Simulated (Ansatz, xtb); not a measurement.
**C5H6ClN3: 4 structures ranked**

4 gas-phase structures of C5H6ClN3, from a drawn sample of its isomers (lower ones may exist). Each was relaxed with GFN2-xTB; where two conformers were screened, the lower at r2SCAN-D4/def2-SVP is listed:

A. `Clc1nncn1C1CC1`, a singlet
B. `NCc1cnc(Cl)nc1`, a singlet
C. `CCc1ncnc(Cl)n1`, a singlet
D. `C=Cc1nc(Cl)n(C)n1`, a singlet

**Question.** Which do you expect lowest at r2SCAN-D4/def2-SVP, and how would the others follow?

**Answer.** Calculated order at r2SCAN-D4/def2-SVP: C (0.000), B (0.473), D (0.925), A (1.786) eV.

Energies above the lowest of each column, in eV; the last columns are at PBE0-D3(BJ)/def2-SVP geometries and were run for some of them only (a dash: not run or not comparable):

```json
{"structure": "C", "GFN2-xTB": "0.000", "HF/STO-3G": "0.000", "r2SCAN-D4/def2-SVP": "0.000", "PBE0-D3(BJ)/def2-SVP": "0.000", "CCSD(T)/def2-SVP + ΔMP2/def2-TZVPP": "0.000"}
{"structure": "B", "GFN2-xTB": "0.787", "HF/STO-3G": "0.648", "r2SCAN-D4/def2-SVP": "0.473", "PBE0-D3(BJ)/def2-SVP": "0.442", "CCSD(T)/def2-SVP + ΔMP2/def2-TZVPP": "0.403"}
{"structure": "D", "GFN2-xTB": "0.709", "HF/STO-3G": "1.057", "r2SCAN-D4/def2-SVP": "0.925", "PBE0-D3(BJ)/def2-SVP": "0.931", "CCSD(T)/def2-SVP + ΔMP2/def2-TZVPP": "0.959"}
{"structure": "A", "GFN2-xTB": "0.923", "HF/STO-3G": "1.345", "r2SCAN-D4/def2-SVP": "1.786", "PBE0-D3(BJ)/def2-SVP": "–", "CCSD(T)/def2-SVP + ΔMP2/def2-TZVPP": "–"}
```

Every level run on C puts it lowest or level with the lowest. Flexible structures stand in one conformer each, not always the lowest. Frequencies (GFN2-xTB) were run for B, C, D alone. The ΔMP2 step shifts differences by up to 0.143 eV, which makes them less sure. ΔMP2 is the change of the MP2 energy from the smaller to the larger basis.

Over these structures GFN2-xTB departs from r2SCAN-D4/def2-SVP by 0.349 eV on average once a common shift is removed. A GFN2-xTB relaxation took about 0.079 s and the r2SCAN-D4/def2-SVP energy about 2.6 s on a shared host (Ansatz 0.2.0, xtb 6.7.1).
